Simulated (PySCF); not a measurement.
# Spinor energies of Rh³⁴⁺ (rhodium, charge +34)

Start: [Ne] 3s1; 3s1/2 filled at m_j = +1/2. Calculated with PySCF 2.14 in an even-tempered Gaussian basis (18 s from 6.2 bohr⁻², ratio 2.4; 13 p from 8.1 bohr⁻², ratio 2.4; 4 d from 26 bohr⁻², ratio 2.6; 4 f from 39 bohr⁻², ratio 2.6): generalised Hartree-Fock with the X2C-1e Hamiltonian and a Gaussian nucleus; one run each with spin-orbit coupling (SO) switched off, then screened by Boettger's factors.

```
spinor shell  electrons  ε, spin-free (eV)  ε, screened SO (eV)  weight of nominal j (screened SO)  rms radius, screened SO (bohr)
       1s1/2          2           -25321.9             -25320.8                              1.000                          0.0374
       2s1/2          2            -5321.6              -5321.4                              1.000                           0.150
       2p1/2          2            -4973.2              -5077.1                              1.000                           0.130
       3s1/2          1            -2129.0              -2129.0                              1.000                           0.361
```

Q: Where does 2p3/2 lie, and what is the 2p spin-orbit splitting (screened SO)?

A: At -4925.2 eV, 151.83 eV above 2p1/2.

```
   quantity    spin-free  screened SO
E (hartree)  -3836.32335  -3836.95195
        M_J          1/2          1/2
       ⟨J²⟩        0.750        0.750
       ⟨L²⟩        0.000        0.004
       ⟨S²⟩        0.750        0.754
```

Each row is a mean over spinors that exchange with the open shell spreads, by up to 8.142 eV (2s1/2).

Breit and QED terms are absent; they matter most for the inner s and p1/2 levels.

Densities and radii are taken from the X2C orbitals without a picture-change correction, which distorts them close to the nucleus.

Without spin-orbit coupling the j labels of p, d and f shells carry no meaning; the spin-free column gives the mean over the occupied spinors of each nl shell.
